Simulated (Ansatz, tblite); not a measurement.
Cost and result up the ladder for the cluster Cu5H5 (10 atoms). Charge 0, multiplicity 1. Geometry: PBE-D4/def2-SVP.

Cartesian coordinates in Å:
```
Cu -1.0859 1.6941 0.1824
Cu 1.1895 -1.2846 0.9970
Cu -1.0018 0.2826 -1.7267
Cu 0.6446 -1.3910 -1.3174
Cu 0.2546 0.7148 1.8742
H 0.9218 -0.6360 2.4517
H -0.2335 -0.8634 -2.5620
H -1.9483 1.4624 -1.1615
H -0.3744 2.1684 1.5539
H 1.6334 -2.1473 -0.2916
```

Ansatz on 4 threads of Arm Neoverse V2 on a shared host; xTB runs through tblite on one thread. Times are rough, summed over both states, and most runs start from the orbitals of an earlier one. PBE0-D4/def2-TZVP serves as the yardstick here, not as an exact answer. Differences are given only for rows in sets of like size (and for xTB, whose basis is part of the method), since another set adds its own error. The other state is a triplet at its own geometry, which has other bonds, so the gap mixes isomer and spin.

The 6-31G sets use Cartesian d functions. The xTB rows come from tblite. B3LYP takes the VWN-RPA correlation. Correlated methods freeze 45 core orbitals. Another isomer (singlet) lies 0.02 eV lower at PBE0-D4/def2-TZVP.

Second-order perturbation terms are unreliable where d shells bring near-degenerate states, and here MP2/def2-TZVP lies more than 0.4 eV from the median of the functionals without such a term.

Correlated methods converge slowly with the basis.

xTB has no spin-polarisation term.

```csv
level,functions,triplet − singlet (eV),difference from PBE0-D4/def2-TZVP (eV)
MP2/def2-TZVP,255,4.78,2.08
HF/def2-TZVP,255,2.08,-0.62
PBE0-D4/def2-TZVP (with forces),255,2.70,0.00
PBE-D4/def2-TZVP,255,2.19,-0.51
GFN1-xTB,55,1.87,-0.83
GFN2-xTB,50,5.91,3.21
HF/6-31G,155,0.74,–
r2SCAN-D4/def2-TZVP,255,2.14,-0.56
B3LYP-D4/6-31G,155,1.40,–
```

(1) Estimate how long each takes.

Answers

(1) GFN1-xTB 0.013 s; GFN2-xTB 0.038 s; HF/6-31G 14 s; PBE-D4/def2-TZVP 19 s; B3LYP-D4/6-31G 25 s; HF/def2-TZVP 39 s; PBE0-D4/def2-TZVP (with forces) 43 s; r2SCAN-D4/def2-TZVP 45 s; MP2/def2-TZVP 48 s. On shared hardware such times vary by a factor of up to 3.
